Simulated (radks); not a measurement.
Problem. The mean radii <r> (bohr) of the occupied orbitals of an atom or ion are listed with their occupations. All-electron calculation, scalar-relativistic Kohn-Sham, LB94 model potential, spin-unpolarised, spherical densities, finite nucleus; Fermi nuclear charge, rms radius of each element as measured or else 0.836 A^(1/3) + 0.57 fm. Program: a radial shooting solver on a logarithmic mesh with Libxc functionals.

orbital  occ.     <r>
1s          2  0.3261
2s          2   1.783

Name the element and its charge.

Solution. Z = 5, boron, charge +1: B+ in [He] 2s2. The 1s radius gives Z: for a bare nucleus <r> = (2 gamma + 1)/(2Z) with gamma = sqrt(1 - (Z/c)^2), 0.2999 bohr for Z = 5, and screening makes it slightly larger (0.3261 here). The occupations add up to 4, and the charge is Z minus that.
